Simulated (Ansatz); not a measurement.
Reaction (formal hydrolysis of a Ge–Si bond): `[OH][GeH2][SiH](O)O` + H₂O → `[OH][GeH2][OH]` + `O[SiH2]O`

Program: Ansatz. Geometries: PBE0-D4/def2-TZVP. ΔE: electronic, gas phase. CCSD(T)/CBS adds triple-zeta CCSD(T) − MP2 to the extrapolated MP2 energy (def2 sets, frozen cores). This one scheme is used for every species. Functionals use def2-TZVPP. B3LYP here is the variant with VWN-RPA as its local correlation; programs differ in this. For Ge outer-core shells are correlated without core-valence functions, which leaves a few kJ/mol of doubt a bond. Scalar relativity is left out up to krypton. Each species was taken in one conformer, which may not be the lowest.

`[OH][GeH2][SiH](O)O`:

```xyz
11

O     0.261   -1.346    1.462
Ge   -0.619    0.212    1.198
Si    0.332    0.625   -0.948
O    -0.877    0.382   -2.033
O     1.549   -0.469   -1.022
H     0.017   -1.810    2.264
H    -2.136   -0.062    1.271
H    -0.249    1.182    2.342
H     0.945    1.957   -1.179
H    -0.685    0.524   -2.962
H     1.460   -1.196   -0.392
```

H₂O:

Z-matrix (Å, degrees):
```
O
H 1 0.960
H 1 0.960 2 105.1
```

`[OH][GeH2][OH]`:

Z-matrix (Å, degrees):
```
Ge
O 1 1.773
O 1 1.776 2 110.8
H 1 1.525 2 104.9 3 114.7
H 1 1.543 2 109.7 3 -119.9
H 2 0.959 1 113.6 3 70.1
H 3 0.959 1 113.3 2 -91.5
```

`O[SiH2]O`:

Cartesian coordinates in Å:
```
O -1.185 -0.531 0.646
Si 0.249 -0.330 -0.128
O 0.647 1.244 -0.370
H -1.247 -0.232 1.555
H 1.376 -0.862 0.672
H 0.063 -1.046 -1.411
H 0.096 1.757 -0.963
```

```tsv
level	ΔE (eV)
PBE-D4	-0.15
B3LYP-D4	-0.28
PBE	-0.21
PBE0	-0.25
HF/def2-TZVPP	-0.63
MP2/def2-TZVPP	-0.41
SCS-MP2/def2-TZVPP	-0.48
SCS-MP2/def2-QZVPP	-0.45
```

(1) What does CCSD(T)/CBS give? (Best estimate.)

Largest T1 diagnostic among the species: 0.012.

Answers

(1) Ansatz gave: -0.30 eV. The listed levels differ from it by 0.15, 0.02, 0.09, 0.05, -0.33, -0.11, -0.18, -0.15 eV.

In def2-TZVPP, CCSD(T) changes the Hartree–Fock value by +0.26 eV (the triples alone add +0.02 eV) and MP2 by +0.22 eV. From PBE to PBE0 (25 % exact exchange), in def2-TZVPP and without D4, ΔE moves by −0.04 eV. The D4 term adds +0.10 eV with B3LYP and +0.06 eV with PBE0; it sums over pairs of atoms, weighted by their polarisabilities, and B3LYP, whose exchange is more repulsive, gets the larger term.
